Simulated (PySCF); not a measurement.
Be(Cl)(OH) (BeClHO), SMILES [Cl][Be][OH].

Geometry: PBE0-D3(BJ)/def2-TZVP. Other conformers were not sampled.

Computed with HF/def2-TZVPD in PySCF.

Isolated molecule, no solvent.

The total energy comes out as -549.77358 hartree and the point group is Cs. The highest occupied level comes out as -12.65 eV and the lowest empty level comes out as 0.93 eV. The orbital gap comes out as 13.59 eV. The dipole moment comes out as 1.99 D, the quadrupole, principal values (traceless, Buckingham form, about the centre of nuclear charge) comes out as -5.98, -0.08, 6.06 D·Å and the mean static polarisability is 29.2 bohr³ (4.32 Å³). The polarisability, principal values comes out as 26.0, 26.2, 35.3 bohr³.
